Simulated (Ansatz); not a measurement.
AsH4Si (SMILES [SiH2][AsH2]) moved off its minimum; all values from Ansatz (an electronic-structure program), cores frozen in correlated methods. Open shells are unrestricted.
(charge 0, multiplicity 2)
```xyz
6

Si    -1.6314    -0.5431    -0.0793
As     0.7224     0.0524     0.0042
H     -2.2256     0.8124     0.0243
H     -1.8782    -0.8947    -1.3582
H      1.0494    -1.3731     0.0139
H      0.7665     0.6994    -1.2892
```

Q: Give the forces (eV/Å), the total energy and the dipole at CCSD(T)/def2-TZVPPD.

A: 
```csv
atom,Fx,Fy,Fz
Si1,1.475,1.978,2.373
As2,-1.079,0.745,3.197
H3,-0.446,-0.072,0.336
H4,-0.865,-1.342,-3.003
H5,0.730,-1.078,-1.034
H6,0.186,-0.232,-1.869
```
Energy -2525.7089 hartree, dipole 0.96 D.
